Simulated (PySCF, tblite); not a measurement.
Bond stretch in HI, singlet.

- GFN2-xTB, 300 K electronic temperature (tblite)
- UCCSD(T) = CCSD(T) on UHF/def2-SVP, 4 core orbitals frozen, def2 effective core potentials past Kr (PySCF)

Energies relative to the lowest point of each curve near equilibrium, in kJ/mol; the last columns give the difference from UCCSD(T):

| R / Å | GFN2-xTB | UCCSD(T) | GFN2-xTB − UCCSD(T) |
|---|---|---|---|
| 1.21 | 357.0 | 310.7 | 46.3 |
| 1.28 | 185.6 | 186.5 | -0.8 |
| 1.37 | 67.8 | 84.6 | -16.8 |
| 1.46 | 16.2 | 28.7 | -12.4 |
| 1.52 | 3.0 | 9.5 | -6.6 |
| 1.57 | 0.0 | 1.8 | -1.8 |
| 1.61 | 1.4 | 0.0 | 1.4 |
| 1.66 | 6.5 | 2.0 | 4.4 |
| 1.71 | 14.3 | 8.0 | 6.3 |
| 1.78 | 28.4 | 21.1 | 7.3 |
| 1.85 | 44.9 | 38.1 | 6.8 |
| 1.99 | 81.5 | 78.5 | 3.0 |
| 2.15 | 125.5 | 128.3 | -2.9 |
| 2.44 | 202.5 | 207.9 | -5.5 |
| 2.66 | 253.8 | 253.4 | 0.4 |
| 2.90 | 299.8 | 284.7 | 15.1 |
| 3.18 | 339.1 | 300.1 | 39.0 |
| 3.57 | 368.7 | 306.0 | 62.7 |
| 3.94 | — | 307.4 | — |
| 4.37 | — | 307.9 | — |
| 4.78 | — | 308.1 | — |
| 5.64 | — | 308.2 | — |
| 6.51 | — | 308.2 | — |

GFN2-xTB is furthest from UCCSD(T) at 3.57 (62.7 kJ/mol, above); its mean absolute difference over the points is 13.3 kJ/mol.

Dashes: no converged value, or the column stops at the first point that the program doubted or that broke a chosen test of continuity, which isn't proof of a fault.

The unrestricted determinant behind UCCSD(T) is spin-contaminated at 2.15 to 6.51 Å (<S²> up to 1.0, against 0.00 for a pure singlet).
